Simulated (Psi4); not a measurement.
H10Si4, triplet, at the geometry of the source list (a higher spin typed on purpose: for a closed-shell molecule this is an excited state); B3LYP/6-31G* run with Psi4.

Here is a job for Psi4.
```
memory 2 GB

molecule {
0 3
  Si   -0.00790000    2.10850000   -0.74290000
  Si    0.05240000    0.16720000    0.53970000
  Si    1.91840000   -1.14510000    0.07820000
  Si   -1.93430000   -1.03930000    0.41950000
  H     1.20150000    2.92610000   -0.62340000
  H    -0.14290000    1.77620000   -2.16380000
  H    -1.13120000    2.99010000   -0.41680000
  H     0.18940000    0.60450000    1.95100000
  H     3.18760000   -0.42850000    0.22320000
  H     1.87240000   -1.62770000   -1.30480000
  H     2.02120000   -2.33440000    0.92700000
  H    -1.95100000   -2.22530000    1.27890000
  H    -3.11730000   -0.25530000    0.78180000
  H    -2.15830000   -1.51700000   -0.94770000
}

set basis 6-31g*
set reference uks
set damping_percentage 50

energy('b3lyp')
print_variables()
```

Problem. Write the output that Psi4 gives for this input, abridged.

Solution. 
```
   => Loading Basis Set <=

    Name: 6-31G*
    Role: ORBITAL
    Keyword: BASIS

         ---------------------------------------------------------
                                   SCF
               by Justin Turney, Rob Parrish, Andy Simmonett
                          and Daniel G. A. Smith
                              UKS Reference
         ---------------------------------------------------------

  ==> Geometry <==

    Molecular point group: c1
    Full point group: C1

    Geometry (in Angstrom), charge = 0, multiplicity = 3:

       Center              X                  Y                   Z               Mass
    ------------   -----------------  -----------------  -----------------  -----------------
         SI          -0.014222992624     2.088315062007    -0.808008311156    27.976926534650
         SI           0.046077007376     0.147015062007     0.474591688844    27.976926534650
         SI           1.912077007376    -1.165284937993     0.013091688844    27.976926534650
         SI          -1.940622992624    -1.059484937993     0.354391688844    27.976926534650
         H            1.195177007376     2.905915062007    -0.688508311156     1.007825032230
         H           -0.149222992624     1.756015062007    -2.228908311156     1.007825032230
         H           -1.137522992624     2.969915062007    -0.481908311156     1.007825032230
         H            0.183077007376     0.584315062007     1.885891688844     1.007825032230
         H            3.181277007376    -0.448684937993     0.158091688844     1.007825032230
         H            1.866077007376    -1.647884937993    -1.369908311156     1.007825032230
         H            2.014877007376    -2.354584937993     0.861891688844     1.007825032230
         H           -1.957322992624    -2.245484937993     1.213791688844     1.007825032230
         H           -3.123622992624    -0.275484937993     0.716691688844     1.007825032230
         H           -2.164622992624    -1.537184937993    -1.012808311156     1.007825032230

  Running in c1 symmetry.

  Rotational constants: A =      0.06242  B =      0.06242  C =      0.03390 [cm^-1]
  Rotational constants: A =   1871.23508  B =   1871.20904  C =   1016.18397 [MHz]
  Nuclear repulsion =  328.604348164077692

  Charge       = 0
  Multiplicity = 3
  Electrons    = 66
  Nalpha       = 34
  Nbeta        = 32

  ==> Algorithm <==

  SCF Algorithm Type is DF.
  DIIS enabled.
  MOM disabled.
  Fractional occupation disabled.
  Guess Type is SAD.
  Energy threshold   = 1.00e-06
  Density threshold  = 1.00e-06
  Integral threshold = 1.00e-12

  ==> Primary Basis <==

  Basis Set: 6-31G*
    Blend: 6-31G*
    Number of shells: 52
    Number of basis functions: 96
    Number of Cartesian functions: 96
    Spherical Harmonics?: false
    Max angular momentum: 2

  ==> DFT Potential <==

   => LibXC <=

    Version 7.1.2
    S. Lehtola, C. Steigemann, M. J. T. Oliveira, and M. A. L. Marques,  SoftwareX 7, 1–5 (2018) (10.1016/j.softx.2017.11.002)

   => Composite Functional: B3LYP <=

    B3LYP Hyb-GGA Exchange-Correlation Functional

    P. J. Stephens, F. J. Devlin, C. F. Chabalowski, and M. J. Frisch,  J. Phys. Chem. 98, 11623 (1994) (10.1021/j100096a001)

    Deriv               =              1
    GGA                 =           TRUE
    Meta                =          FALSE

    Exchange Hybrid     =           TRUE
    MP2 Hybrid          =          FALSE

   => Exchange Functionals <=

    0.0800   Slater exchange
    0.7200         Becke 88

   => Exact (HF) Exchange <=

    0.2000               HF

   => Correlation Functionals <=

    0.1900   Vosko, Wilk & Nusair (VWN5_RPA)
    0.8100   Lee, Yang & Parr

   => LibXC Density Thresholds  <==

    XC_HYB_GGA_XC_B3LYP:  1.00E-15

   => Molecular Quadrature <=

    Radial Scheme          =       TREUTLER
    Pruning Scheme         =           NONE
    Nuclear Scheme         =       TREUTLER

    Blocking Scheme        =         OCTREE
[...]
   @DF-UKS iter  71: -1163.75474472606561   -9.73908e-05   5.29601e-06 DIIS/DAMP=50%
   @DF-UKS iter  72: -1163.75464899389817    9.57322e-05   3.46133e-06 DIIS/DAMP=50%
   @DF-UKS iter  73: -1163.75469475542923   -4.57615e-05   2.69916e-06 DIIS/DAMP=50%
   @DF-UKS iter  74: -1163.75481196898977   -1.17214e-04   4.07314e-06 DIIS/DAMP=50%
   @DF-UKS iter  75: -1163.75483185644725   -1.98875e-05   1.51436e-06 DIIS/DAMP=50%
   @DF-UKS iter  76: -1163.75477188519085    5.99713e-05   3.17940e-06 DIIS/DAMP=50%
   @DF-UKS iter  77: -1163.75484003971087   -6.81545e-05   3.51549e-06 DIIS/DAMP=50%
   @DF-UKS iter  78: -1163.75496361420483   -1.23574e-04   5.49188e-06 DIIS/DAMP=50%
   @DF-UKS iter  79: -1163.75479099488803    1.72619e-04   4.00398e-06 DIIS/DAMP=50%
   @DF-UKS iter  80: -1163.75482898893983   -3.79941e-05   2.97731e-06 DIIS/DAMP=50%
   @DF-UKS iter  81: -1163.75485405771269   -2.50688e-05   2.72963e-06 DIIS/DAMP=50%
   @DF-UKS iter  82: -1163.75476279487816    9.12628e-05   2.67008e-06 DIIS/DAMP=50%
   @DF-UKS iter  83: -1163.75479672081588   -3.39259e-05   2.64705e-06 DIIS/DAMP=50%
   @DF-UKS iter  84: -1163.75480034431030   -3.62349e-06   2.82113e-06 DIIS/DAMP=50%
   @DF-UKS iter  85: -1163.75479465126205    5.69305e-06   3.04662e-06 DIIS/DAMP=50%
   @DF-UKS iter  86: -1163.75479668766570   -2.03640e-06   3.18567e-06 DIIS/DAMP=50%
   @DF-UKS iter  87: -1163.75478626220115    1.04255e-05   3.16707e-06 DIIS/DAMP=50%
   @DF-UKS iter  88: -1163.75472851624727    5.77460e-05   2.10007e-06 DIIS/DAMP=50%
   @DF-UKS iter  89: -1163.75475842228298   -2.99060e-05   3.25234e-06 DIIS/DAMP=50%
   @DF-UKS iter  90: -1163.75475844799803   -2.57151e-08   3.56964e-06 DIIS/DAMP=50%
   @DF-UKS iter  91: -1163.75477582344752   -1.73754e-05   3.96623e-06 DIIS/DAMP=50%
   @DF-UKS iter  92: -1163.75474505750412    3.07659e-05   4.11989e-06 DIIS/DAMP=50%
   @DF-UKS iter  93: -1163.75484394558862   -9.88881e-05   4.76966e-06 DIIS/DAMP=50%
   @DF-UKS iter  94: -1163.75481510506461    2.88405e-05   4.86417e-06 DIIS/DAMP=50%
   @DF-UKS iter  95: -1163.75473318156787    8.19235e-05   5.39638e-06 DIIS/DAMP=50%
   @DF-UKS iter  96: -1163.75485884910745   -1.25668e-04   5.87280e-06 DIIS/DAMP=50%
   @DF-UKS iter  97: -1163.75479611452738    6.27346e-05   5.53895e-06 DIIS/DAMP=50%
   @DF-UKS iter  98: -1163.75481925729082   -2.31428e-05   5.94535e-06 DIIS/DAMP=50%
   @DF-UKS iter  99: -1163.75467951395899    1.39743e-04   3.81526e-06 DIIS/DAMP=50%
   @DF-UKS iter 100: -1163.75472898256567   -4.94686e-05   4.40156e-06 DIIS/DAMP=50%

PsiException: Could not converge SCF iterations in 100 iterations.

  Failed to converge.

Traceback (most recent call last):
  File "psi4", line 375, in <module>
  File "<string>", line 36, in <module>
  File "site-packages/psi4/driver/driver.py", line 533, in energy
  File "site-packages/psi4/driver/procrouting/proc.py", line 2760, in run_scf
  File "site-packages/psi4/driver/procrouting/proc.py", line 2047, in scf_helper
  File "site-packages/psi4/driver/procrouting/scf_proc/scf_iterator.py", line 93, in scf_compute_energy
  File "site-packages/psi4/driver/procrouting/scf_proc/scf_iterator.py", line 86, in scf_compute_energy
  File "site-packages/psi4/driver/procrouting/scf_proc/scf_iterator.py", line 609, in scf_iterate

psi4.driver.p4util.exceptions.SCFConvergenceError: Could not converge SCF iterations in 100 iterations.

Printing out the relevant lines from the Psithon --> Python processed input file:
    """)
    core.IO.set_default_namespace("")
    core.set_global_option("BASIS", "6-31g*")
    core.set_global_option("REFERENCE", "uks")
    core.set_global_option("DAMPING_PERCENTAGE", 50)
--> energy('b3lyp')
    print_variables()

!-------------------------------------------------------!
!                                                       !
!  Could not converge SCF iterations in 100 iterations. !
!                                                       !
!-------------------------------------------------------!
```

The run did not converge; its last values are not results.
